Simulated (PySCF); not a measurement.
BrFH2Sn. Atoms are numbered in the order given.

```xyz
5

Sn    -0.3038     0.8096     0.0000
F      1.4531     1.6712     0.0000
Br     0.1199    -1.6575     0.0000
H     -1.0434     1.2471    -1.4911
H     -1.0434     1.2471     1.4911
```
Charge 0, spin multiplicity 1.

The structure is a stationary point at PBE-D3(BJ)/def2-SVP. The def2 effective core potentials stand for the cores of Sn; spin–orbit coupling is left out.

These are PySCF with PBE/def2-TZVPD values and carry that method's errors.

- total energy: -2889.12506 hartree
- point group: Cs
- highest occupied level: -7.34 eV
- lowest empty level: -2.73 eV
- orbital gap: 4.62 eV
- dipole moment: 2.82 D
- quadrupole, principal values (traceless, Buckingham form, about the centre of nuclear charge): -8.32, 2.69, 5.63 D·Å
- mean static polarisability: 65.8 bohr³ (9.76 Å³)
- polarisability, principal values: 56.8, 59.9, 80.8 bohr³
